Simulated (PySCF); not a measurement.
Coordinates in bohr (charge 0 multiplicity 2):
```
Re    0.0404   -0.0460    0.0000
O    -0.0003   -3.2343    0.0000
O    -0.1324    1.7754    3.0425
O    -0.1324    1.7754   -3.0425
H    -1.6690    1.7669    4.0724
H    -1.6690    1.7669   -4.0724
```

Method: UPBE in PySCF with Re def2-SVP with ECP60, O def2-SVP, H def2-SVP; scalar-relativistic core potentials, no spin–orbit coupling; density-fitted integrals.

This geometry of ReO(OH)₂ is a stationary point at this level.

Problem. What is the point group?

Solution. Cs.

Problem. Is it a minimum?

Solution. Yes: all harmonic wavenumbers are real.

Problem. What are the dipole moment and the gap between the highest occupied and lowest empty levels of either spin?

Solution. 2.78 D and 1.27 eV.

Problem. Give the atomic charges and bond orders.

Solution. 
```
atom  Mulliken  Löwdin  polar tensor  spin (Mulliken)  Mayer order to Re1
 Re1      0.53   -0.01          1.20             0.95                   –
  O2     -0.25   -0.04         -0.54            -0.05                2.28
O3,4     -0.37   -0.10         -0.67             0.03                1.22
H5,6      0.23    0.12          0.34             0.02                0.04
```
Other Mayer orders above 0.3: O–H 0.92 (×2).

Problem. Give the ideal-gas entropy at 298.15 K and 1 bar by parts.

Solution. translation 177.0, rotation 106.9, vibration 54.3, spin 5.8; total 344.0 J/(mol K).

Only a few start shapes were tried, so a lower isomer may exist. With open d or f shells other occupations or spin states may lie lower. With an element this heavy the missing spin–orbit coupling can shift these numbers.
